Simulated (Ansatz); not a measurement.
Born–Oppenheimer molecular dynamics of CH3FSSi (7 atoms, charge 0, multiplicity 1). It starts from a relaxed structure.

Computed with RKS PBE0-D4/cc-pVDZ (Ansatz 0.2.0).

- ensemble: NVE (velocity Verlet)
- time step: 0.25 fs
- steps asked: 100
- starting velocities drawn for: 1000 K
- seed: 464885

First frame:

```xyz
7
Properties=species:S:1:pos:R:3
F -0.340 0.733 -1.921
Si 0.084 0.703 -0.327
C -0.154 -1.035 0.368
S 0.218 -1.252 1.935
H 1.524 1.078 -0.221
H -0.804 1.649 0.408
H -0.528 -1.875 -0.242
```

Task: What does the run give?

Result: The run went to its last step.

```json
{
  "steps done": "100",
  "time covered": "25 fs",
  "mean temperature over the second half": "495 K",
  "spread of the potential energy over the second half": "10.3 meV per atom",
  "mean potential energy of the second half above the start": "46.6 meV per atom"
}
```

The conserved energy stayed within 0.047 meV per atom of its start (net change 0.02 meV per atom), so the integration is sound. A run of 0.025 ps of so small a system gives no equilibrium averages.

Task: What happens to the structure?

Result: The same pairs are bonded in the first frame and the last. Pairs count as bonded within 1.25 times the sum of covalent radii (0.12 Å more for H–H). This is one draw of velocities; another would differ in detail.

Task: How do temperature and energy run in time?

Result: 
```csv
time (fs),T (K),potential energy less start (eV),conserved less start (meV/atom)
0,1000,0.000,0.00
2,875,0.081,0.03
4,699,0.195,0.04
6,619,0.247,0.04
8,617,0.248,0.03
10,586,0.268,0.03
12,589,0.266,0.04
14,683,0.205,0.01
16,602,0.257,0.02
18,423,0.373,0.05
20,377,0.403,0.04
22,424,0.372,0.03
24,436,0.364,0.02
```

Time of the run: 6 min on 1 thread of Arm Neoverse N1, with other jobs on the host, peak memory 0.14 GiB.
